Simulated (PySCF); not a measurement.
Electron correlation in Xe (xenon, neutral)

[Xe], closed-shell 1S. All numbers are calculated (PySCF 2.14, scalar relativity by spin-free X2C-1e, in ANO-RCC-VTZP (7s6p4d2f1g, 68 functions)). Frozen: [Kr] 4d10; 8 electrons correlated.

```csv
level,correlation energy (mhartree)
CCSD,-167.40
(T),-5.02
CCSD(T),-172.42
```

Diagnostics: T1 = 0.0025, D1 = 0.0069, largest double amplitude 0.050.

Cost of the coupled-cluster step: of the order of 0.25 core-seconds, for 8 correlated electrons.

Iterations:

```
CC2 = 0
CCSD nocc = 4, nmo = 45
frozen orbitals [0, 1, 2, 3, 4, 5, 6, 7, 8, 9, 10, 11, 12, 13, 14, 15, 16, 17, 18, 19, 20, 21, 22]
max_cycle = 100
direct = 0
conv_tol = 1e-08
conv_tol_normt = 1e-06
diis_space = 8
diis_start_cycle = 0
Init t2, MP2 energy = -7443.37152548055  E_corr(MP2) -0.151268121631355
Init E_corr(CCSD) = -0.151268121669207
cycle = 1  E_corr(CCSD) = -0.163959091973898  dE = -0.0126909703  norm(t1,t2) = 0.0245695
cycle = 2  E_corr(CCSD) = -0.166620607357982  dE = -0.00266151538  norm(t1,t2) = 0.00636827
cycle = 3  E_corr(CCSD) = -0.167406458316445  dE = -0.000785850958  norm(t1,t2) = 0.00181684
cycle = 4  E_corr(CCSD) = -0.167401788271281  dE = 4.67004516e-06  norm(t1,t2) = 0.000142581
cycle = 5  E_corr(CCSD) = -0.167395833953951  dE = 5.95431733e-06  norm(t1,t2) = 2.26434e-05
cycle = 6  E_corr(CCSD) = -0.167396494242077  dE = -6.60288127e-07  norm(t1,t2) = 3.84642e-06
cycle = 7  E_corr(CCSD) = -0.167396498341474  dE = -4.09939671e-09  norm(t1,t2) = 6.22848e-07
CCSD converged
E(CCSD) = -7443.387653857259  E_corr = -0.1673964983414741
CCSD(T) correction = -0.00502445934081807
```
